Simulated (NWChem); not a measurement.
System: C₂H₃B; SMILES BC#C

NWChem input:

```
start job
memory heap 200 mb stack 900 mb global 1100 mb
geometry units angstroms noautoz
  B     -0.004523    -1.395508     0.011603
  C     -0.003093     0.112954     0.010118
  C     -0.001827     1.334050     0.009613
  H     -0.000763     2.409977     0.008981
  H      1.040229    -1.999817     0.012881
  H     -1.050330    -1.997982     0.010999
end
basis spherical
  * library def2-svp
end
dft
  xc xwpbe 1.00 cpbe96 1.0 hfexch 1.00
  cam 0.3 cam_alpha 0.0 cam_beta 1.0
  iterations 150
  vectors input atomic output neutral.movecs
end
task dft energy
charge 1
dft
  odft
  mult 2
  vectors input atomic output cation.movecs
end
task dft energy
```

NWChem printed, in part:

```
             Northwest Computational Chemistry Package (NWChem) 7.3.0
             --------------------------------------------------------

 C2V symmetry detected

                             Geometry "geometry" -> ""
                             -------------------------

 Output coordinates in angstroms (scale by  1.889725989 to convert to a.u.)

  No.       Tag          Charge          X              Y              Z
 ---- ---------------- ---------- -------------- -------------- --------------
    1 B                    5.0000     0.00000000     0.00000000    -1.40134223
    2 C                    6.0000     0.00000000     0.00000000     0.10712113
    3 C                    6.0000     0.00000000     0.00000000     1.32821783
    4 H                    1.0000     0.00000000     0.00000000     2.40414553
    5 H                    1.0000     0.00000000     1.04528032    -2.00473404
    6 H                    1.0000     0.00000000    -1.04528032    -2.00473404

 Effective nuclear repulsion energy (a.u.)      46.3537957072

      Symmetry information
      --------------------

 Group name             C2v
 Group number             16
 Group order               4
 No. of unique centers     5

  pbe96 is a nonlocal functional; adding pw91lda local functional.

                                 NWChem DFT Module
                                 -----------------

 Summary of "ao basis" -> "ao basis" (spherical)
 ------------------------------------------------------------------------------
       Tag                 Description            Shells   Functions and Types
 ---------------- ------------------------------  ------  ---------------------
 B                          def2-svp                 6       14   3s2p1d
 C                          def2-svp                 6       14   3s2p1d
 H                          def2-svp                 3        5   2s1p

      Symmetry analysis of basis
      --------------------------

        a1         28
        a2          4
        b1         11
        b2         14

            General Information
            -------------------
          SCF calculation type: DFT
          Wavefunction type:  closed shell.
          No. of atoms     :     6
          No. of electrons :    20
           Alpha electrons :    10
            Beta electrons :    10
          Charge           :     0
          Spin multiplicity:     1
          Use of symmetry is: on ; symmetry adaption is: on
          Maximum number of iterations: 150
          AO basis - number of functions:    57
                     number of shells:    27
          Convergence on energy requested:  1.00D-06
          Convergence on density requested:  1.00D-05
          Convergence on gradient requested:  5.00D-04

              XC Information
              --------------
                     Hartree-Fock (Exact) Exchange  1.000
                     LC-wPBE(h)Exchange Functional  1.000
            Perdew 1991 LDA Correlation Functional  1.000 local
           PerdewBurkeErnz. Correlation Functional  1.000 non-local

           Range-Separation Parameters
           ---------------------------
           Alpha           :  0.00
           Beta            :  1.00
           Gamma           :  0.30
           Short-Range HF  :     F

             Grid Information
             ----------------
          Grid used for XC integration:  medium
          Radial quadrature: Mura-Knowles
          Angular quadrature: Lebedev.
          Tag              B.-S. Rad. Rad. Pts. Rad. Cut. Ang. Pts.
          ---              ---------- --------- --------- ---------
          B                   0.85       49          10.0       434
          C                   0.70       49          10.0       434
          H                   0.35       45          11.0       434
          Grid pruning is: on
          Number of quadrature shells:   237
          Spatial weights used:  Erf1

      Superposition of Atomic Density Guess
      -------------------------------------

 Sum of atomic energies:        -101.25145276

      Non-variational initial energy
      ------------------------------

 Total energy =    -102.536814
 1-e energy   =    -225.563371
 2-e energy   =      76.672761
 HOMO         =      -0.328800
 LUMO         =      -0.084062

      Symmetry analysis of molecular orbitals - initial
      -------------------------------------------------

  Numbering of irreducible representations:

     1 a1          2 a2          3 b1          4 b2

  Orbital symmetries:

     1 a1          2 a1          3 a1          4 a1          5 a1
     6 a1          7 a1          8 b2          9 b1         10 b2
    11 b1         12 b2         13 b1         14 a1         15 a1
    16 a1         17 a1         18 b2         19 b2         20 a1

   convergence    iter        energy       DeltaE   RMS-Dens  Diis-err
 ---------------- ----- ----------------- --------- --------- ---------
 d= 0,ls=0.0,diis     1   -102.5519862486 -1.49D+02  9.79D-03  2.55D-01
 d= 0,ls=0.0,diis     2   -102.5803484234 -2.84D-02  4.27D-03  6.17D-02
 d= 0,ls=0.0,diis     3   -102.5841755170 -3.83D-03  1.80D-03  3.13D-02
 d= 0,ls=0.0,diis     4   -102.5879200985 -3.74D-03  4.79D-04  1.08D-03
 d= 0,ls=0.0,diis     5   -102.5880744255 -1.54D-04  1.55D-04  2.88D-05
  Resetting Diis
 d= 0,ls=0.0,diis     6   -102.5880812787 -6.85D-06  5.13D-05  1.98D-06
 d= 0,ls=0.0,diis     7   -102.5880818529 -5.74D-07  1.19D-05  1.31D-07
 d= 0,ls=0.0,diis     8   -102.5880819161 -6.32D-08  4.31D-06  7.13D-08

         Total DFT energy =     -102.588081916139
      One electron energy =     -228.060674800540
           Coulomb energy =       94.888121267159
    Exchange-Corr. energy =      -15.769324089930
 Nuclear repulsion energy =       46.353795707172

 Numeric. integr. density =       19.999998507661

                  Occupations of the irreducible representations
                  ----------------------------------------------

                     irrep           alpha         beta
                     --------     --------     --------
                     a1                7.0          7.0
                     a2                0.0          0.0
                     b1                1.0          1.0
                     b2                2.0          2.0

                       DFT Final Molecular Orbital Analysis
                       ------------------------------------

 Vector    8  Occ=2.000000D+00  E=-4.715846D-01  Symmetry=b2
              MO Center= -5.9D-18, -5.5D-16, -1.2D+00, r^2= 2.3D+00
   Bfn.  Coefficient  Atom+Function         Bfn.  Coefficient  Atom+Function
  ----- ------------  ---------------      ----- ------------  ---------------
     5      0.388612  1 B  py                48     -0.262952  5 H  s
    53      0.262952  6 H  s                 19     -0.228148  2 C  py
    33     -0.165614  3 C  py                 8     -0.120007  1 B  py
    49     -0.108116  5 H  s                 54      0.108116  6 H  s
    22     -0.099662  2 C  py                36     -0.083587  3 C  py

 Vector    9  Occ=2.000000D+00  E=-4.084018D-01  Symmetry=b1
              MO Center=  1.0D-16, -1.3D-16,  5.4D-01, r^2= 1.5D+00
   Bfn.  Coefficient  Atom+Function         Bfn.  Coefficient  Atom+Function
  ----- ------------  ---------------      ----- ------------  ---------------
    18      0.429405  2 C  px                32      0.398859  3 C  px
    21      0.242758  2 C  px                35      0.215688  3 C  px
     4     -0.138403  1 B  px                 7      0.051649  1 B  px

 Vector   10  Occ=2.000000D+00  E=-3.755938D-01  Symmetry=b2
              MO Center= -9.2D-17, -3.0D-16,  2.4D-01, r^2= 2.7D+00
   Bfn.  Coefficient  Atom+Function         Bfn.  Coefficient  Atom+Function
  ----- ------------  ---------------      ----- ------------  ---------------
    33      0.422682  3 C  py                19      0.348336  2 C  py
    36      0.262487  3 C  py                 5      0.190748  1 B  py
    22      0.186238  2 C  py                48     -0.175230  5 H  s
    53      0.175230  6 H  s                 49     -0.125103  5 H  s
    54      0.125103  6 H  s                  8     -0.037076  1 B  py

 Vector   11  Occ=0.000000D+00  E=-1.460241D-02  Symmetry=b1
              MO Center= -1.1D-16, -2.3D-16, -6.2D-01, r^2= 3.2D+00
   Bfn.  Coefficient  Atom+Function         Bfn.  Coefficient  Atom+Function
  ----- ------------  ---------------      ----- ------------  ---------------
     4      0.475310  1 B  px                 7     -0.452172  1 B  px
    35      0.340901  3 C  px                32      0.326886  3 C  px
    21     -0.096438  2 C  px                18     -0.088875  2 C  px
    27     -0.034424  2 C  d  1

 Vector   12  Occ=0.000000D+00  E= 1.066606D-01  Symmetry=b2
              MO Center= -8.7D-17, -4.6D-16,  3.1D-01, r^2= 3.0D+00
   Bfn.  Coefficient  Atom+Function         Bfn.  Coefficient  Atom+Function
  ----- ------------  ---------------      ----- ------------  ---------------
    36      0.619477  3 C  py                22     -0.543675  2 C  py
    49      0.536313  5 H  s                 54     -0.536313  6 H  s
    19     -0.417004  2 C  py                 8     -0.411103  1 B  py
    33      0.394519  3 C  py                48      0.122632  5 H  s
    53     -0.122632  6 H  s                  5      0.098630  1 B  py

 Vector   13  Occ=0.000000D+00  E= 1.675697D-01  Symmetry=b1
              MO Center=  1.9D-14, -8.8D-17, -3.3D-02, r^2= 3.7D+00
   Bfn.  Coefficient  Atom+Function         Bfn.  Coefficient  Atom+Function
  ----- ------------  ---------------      ----- ------------  ---------------
    21      0.857046  2 C  px                35     -0.678747  3 C  px
     7     -0.670929  1 B  px                18      0.458456  2 C  px
    32     -0.300543  3 C  px                 4      0.201347  1 B  px
    13     -0.044246  1 B  d  1              41      0.035597  3 C  d  1
    45     -0.031415  4 H  px

     Multipole analysis of the density
     ---------------------------------

     L   x y z        total         alpha         beta         nuclear
     -   - - -        -----         -----         ----         -------
     0   0 0 0     -0.000000    -10.000000    -10.000000     20.000000

     1   1 0 0     -0.000000     -0.000000     -0.000000      0.000000
     1   0 1 0     -0.000000     -0.000000     -0.000000      0.000000
     1   0 0 1      0.386646      0.193323      0.193323     -0.000000

     2   2 0 0    -13.771077     -6.885539     -6.885539      0.000000
     2   1 1 0     -0.000000     -0.000000     -0.000000      0.000000
     2   1 0 1     -0.000000     -0.000000     -0.000000      0.000000
     2   0 2 0    -15.043453    -11.423510    -11.423510      7.803568
     2   0 1 1      0.000000      0.000000      0.000000      0.000000
     2   0 0 2    -10.956766    -66.705099    -66.705099    122.453432

                                 NWChem DFT Module
                                 -----------------

      Symmetry analysis of basis
      --------------------------

        a1         28
        a2          4
        b1         11
        b2         14

            General Information
            -------------------
          SCF calculation type: DFT
          Wavefunction type:  spin polarized.
          No. of atoms     :     6
          No. of electrons :    19
           Alpha electrons :    10
            Beta electrons :     9
          Charge           :     1
          Spin multiplicity:     2
          Use of symmetry is: on ; symmetry adaption is: on
          Maximum number of iterations: 150
          This is a Direct SCF calculation.
          AO basis - number of functions:    57
                     number of shells:    27
          Convergence on energy requested:  1.00D-06
          Convergence on density requested:  1.00D-05
          Convergence on gradient requested:  5.00D-04

              XC Information
              --------------
                     Hartree-Fock (Exact) Exchange  1.000
                     LC-wPBE(h)Exchange Functional  1.000
            Perdew 1991 LDA Correlation Functional  1.000 local
           PerdewBurkeErnz. Correlation Functional  1.000 non-local

           Range-Separation Parameters
           ---------------------------
           Alpha           :  0.00
           Beta            :  1.00
           Gamma           :  0.30
           Short-Range HF  :     F

             Grid Information
             ----------------
          Grid used for XC integration:  medium
          Radial quadrature: Mura-Knowles
          Angular quadrature: Lebedev.
          Tag              B.-S. Rad. Rad. Pts. Rad. Cut. Ang. Pts.
          ---              ---------- --------- --------- ---------
          B                   0.85       49          10.0       434
          C                   0.70       49          10.0       434
          H                   0.35       45          11.0       434
          Grid pruning is: on
          Number of quadrature shells:   237
          Spatial weights used:  Erf1

      Superposition of Atomic Density Guess
      -------------------------------------

 Sum of atomic energies:        -101.25145276

 Renormalizing density from      20.00 to     19

      Non-variational initial energy
      ------------------------------

 Total energy =     -98.734240
 1-e energy   =    -214.285203
 2-e energy   =      69.197167
 HOMO         =      -0.651980
 LUMO         =      -0.409356

   Symmetry analysis of molecular orbitals - initial alpha
   -------------------------------------------------------

  Numbering of irreducible representations:

     1 a1          2 a2          3 b1          4 b2

  Orbital symmetries:

     1 a1          2 a1          3 a1          4 a1          5 a1
     6 a1          7 a1          8 b2          9 b1         10 b2
    11 b1         12 b2         13 b1         14 a1         15 a1
    16 a1         17 a1         18 b2         19 a1         20 b2

   Symmetry analysis of molecular orbitals - initial beta
   ------------------------------------------------------

  Numbering of irreducible representations:

     1 a1          2 a2          3 b1          4 b2

  Orbital symmetries:

     1 a1          2 a1          3 a1          4 a1          5 a1
     6 a1          7 a1          8 b2          9 b1         10 b2
    11 b1         12 b2         13 b1         14 a1         15 a1
    16 a1         17 a1         18 b2         19 a1         20 b2

[...]
```

Level: LC-wPBE (HJS exchange hole, range parameter 0.3 per bohr)/def2-SVP, vertical spin-unrestricted ions. The geometry was optimised at PBE0/def2-SVP.
